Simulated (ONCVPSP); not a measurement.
## What one change does to a pseudopotential (germanium (Ge), ONCV)

| Quantity | Value |
| --- | --- |
| Element | Ge (Z = 32) |
| Generator | ONCVPSP 4.0.1 |
| Type | optimised norm-conserving Vanderbilt (ONCV) |
| Functional | PBE |
| Relativity | scalar-relativistic |
| Frozen core | [Ar] 3d10 |
| Valence charge | 4 |
| Reference configuration | 4s2 4p1 (charge +1) |
| Partial waves | 4s: rc 1.45 bohr, ncon 4, nbas 7, qcut 5.8 1/bohr, 2 projectors, debl 1.6 Ha; 4p: rc 2.25 bohr, ncon 4, nbas 7, qcut 3.7 1/bohr, 2 projectors, debl 2 Ha; d scattering state at 0.09 Ha: rc 1.80 bohr, ncon 4, nbas 8, qcut 5.1 1/bohr, 2 projectors, debl 3.5 Ha |
| Local potential | polynomial inside 1.10 bohr (lpopt 3, dvloc0 0 Ha) |
| Core correction | none |

Change: reference 4s2 4p2.

Cutoffs: the cutoffs (Ha) at which the residual kinetic energy of the hardest occupied pseudo-wave falls to 1 and 0.1 mHa per electron; they do not see the model core or the augmentation charge, which bear on the density cutoff. Errors are all-electron minus pseudo energies relative to the spin-unpolarised reference configuration.

Question: What does the change do?

Answer: The potential gets neither clearly harder nor softer (9.5 Ha and 49 Ha → 9.2 Ha and 48 Ha); the bound ghosts move from d, s to s; the lowest positive-energy flag moves from p at 140.7 eV to d at 19.7 eV.

```csv
quantity,base,changed
"cutoff, loose",9.5 Ha,9.2 Ha
"cutoff, tight",49 Ha,48 Ha
loose cutoff by channel,"s 9.5 Ha, p 4.6 Ha","s 9.2 Ha, p 3.0 Ha"
bound ghosts,"s, d",s
GHOST(+) flags under 300 eV,p at 140.7 eV,"d at 19.7 eV, p at 147.6 eV"
"largest error over its own tests, meV",+105,+54
s: phases at 1.48 bohr within 0.05 rad from the reference energy up to (Ha; the scan ends near 5),to the end of the scan,to the end of the scan
p: phases at 2.28 bohr within 0.05 rad from the reference energy up to (Ha; the scan ends near 5),2.6,2.9
d: phases at 1.83 bohr within 0.05 rad from the reference energy up to (Ha; the scan ends near 5),0.6,0.3
```

Base: The cutoffs count occupied waves only; projector 2 of the d channel, the hardest unoccupied one, needs 104 Ha at the loose tolerance. Changed file: The cutoffs count occupied waves only; projector 2 of the d channel, the hardest unoccupied one, needs 97 Ha at the loose tolerance. A true bound ghost makes a file unfit for plane-wave use even where its test errors are small: the radial tests pick states by their node count and pass the ghost by.
